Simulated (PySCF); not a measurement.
Geometry (Å), atoms numbered from 1 in this order:
```xyz
20

Si    1.812   -1.464   -1.261
N     1.209   -0.107   -0.329
Si    2.148    1.136    0.474
C    -0.185   -0.065   -0.111
C    -1.098   -0.674    1.003
C    -2.231   -0.770    0.005
C    -2.058    0.482    0.833
C    -1.157    1.088   -0.268
C    -1.331   -0.170   -1.099
H     3.301   -1.372   -1.292
H     1.282   -1.435   -2.659
H     1.401   -2.765   -0.647
H     3.593    0.844    0.244
H     1.865    1.152    1.942
H     1.823    2.492   -0.066
H    -0.889   -1.285    1.881
H    -3.060   -1.479   -0.030
H    -2.728    0.937    1.564
H    -0.973    2.109   -0.605
H    -1.304   -0.281   -2.184
```

Isolated molecule, non-relativistic, one averaged value for each set of equivalent atoms, single conformer. Shielding tensors at PBE0/pcSseg-1 (GIAO); structure optimised with PBE0-D3(BJ)/def2-SVP; PySCF 2.14.

Scale: ¹³C and ¹H and ²⁹Si vs TMS; ¹⁵N against NH3 (reference shieldings calculated alike).

```csv
atoms,nucleus,count,Hirshfeld charge,δ (ppm)
H17/H18,¹H,2,0.05,?
C6/C7,¹³C,2,-0.05,?
N2,¹⁵N,1,-0.26,19.6
Si1/Si3,²⁹Si,2,0.34,-50.8
C5,¹³C,1,-0.06,37.1
H16,¹H,1,0.05,2.72
C8/C9,¹³C,2,-0.05,39.2
H19/H20,¹H,2,0.05,?
H10/H11/H12/H13/H14/H15,¹H,6,-0.08,4.64
C4,¹³C,1,0.04,55.9
```

Task: Complete the table.

Result: 
- C6/C7: 25.9 ppm, three-membered-ring carbon; carbons of three-membered rings are unusually shielded
- H19/H20: 2.62 ppm, hydrogen on a three-membered-ring carbon
- H17/H18: 2.08 ppm, hydrogen on a three-membered-ring carbon

Shifts are as computed. Against solution values, carbons near 30 ppm lie about +2 ppm off and those near 130 ppm about +5 ppm. Of 1211 compounds with measured shifts, 218 miss one by over three times the rms of a fit or turn the order of signals round; such compounds aren't used in these exercises. Experimental scales use liquid or dissolved standards, which lie at an offset from isolated NH3 (liquid NH3: subtract about 20 ppm).
